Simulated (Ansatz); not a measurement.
Basis sets compared for the cluster Ga5F. Total charge 0; singlet. Geometry PBE-D4/def2-SVP. Ansatz on 4 threads of Arm Neoverse V2 on a shared host; times are rough, and most runs start from earlier orbitals.

Cartesian coordinates in Å:
```
Ga 0.256 -1.313 -0.623
Ga -1.063 0.307 -1.984
Ga -1.872 -0.153 0.690
Ga 1.364 1.202 -0.833
Ga 0.322 1.005 1.580
F 0.992 -1.048 1.168
```

The 6-31G sets use Cartesian d functions. B3LYP takes the VWN-RPA correlation. The restricted singlet is unstable towards broken spin symmetry in Hartree–Fock (as tested in another run); at PBE-D4/def2-SVP, PBE-D4/def2-TZVPD, B3LYP-D4/6-31G, B3LYP-D4/def2-TZVP and others this wasn't settled. The structure comes from a short search, and lower isomers may exist.

Binding counts from free atoms (Ga doublet, F doublet) in the same basis, without a counterpoise term.

| level | functions | energy (Eh) | HOMO (eV) | LUMO (eV) | binding per atom (eV) | wall time |
| --- | --- | --- | --- | --- | --- | --- |
| PBE-D4/def2-SVP | 174 | -9721.3990 | -4.61 | -3.44 | 2.36 | 2.7 s |
| PBE-D4/def2-TZVP (with forces) | 271 | -9722.7563 | -4.57 | -3.43 | 2.32 | 6 s |
| B3LYP-D4/6-31G | 154 | -9722.7349 | -4.98 | -2.94 | 2.12 | 5.5 s |
| B3LYP-D4/def2-TZVP | 271 | -9724.5340 | -5.02 | -2.91 | 2.08 | 15 s |
| PBE0-D4/def2-SVP | 174 | -9721.5600 | -5.24 | -2.85 | 2.19 | 7 s |
| PBE0-D4/def2-TZVP | 271 | -9722.9145 | -5.20 | -2.82 | 2.17 | 17 s |

**Question.** Estimate the rows for PBE-D4/def2-TZVPD, B3LYP-D4/def2-TZVPD, PBE0-D4/def2-TZVPD.

**Answer.** 
```json
{"level": "PBE-D4/def2-TZVPD", "functions": "310", "energy (Eh)": "-9722.7587", "HOMO (eV)": "-4.58", "LUMO (eV)": "-3.44", "binding per atom (eV)": "2.32", "wall time": "10 s"}
{"level": "B3LYP-D4/def2-TZVPD", "functions": "310", "energy (Eh)": "-9724.5363", "HOMO (eV)": "-5.03", "LUMO (eV)": "-2.92", "binding per atom (eV)": "2.08", "wall time": "25 s"}
{"level": "PBE0-D4/def2-TZVPD", "functions": "310", "energy (Eh)": "-9722.9169", "HOMO (eV)": "-5.19", "LUMO (eV)": "-2.82", "binding per atom (eV)": "2.17", "wall time": "22 s"}
```
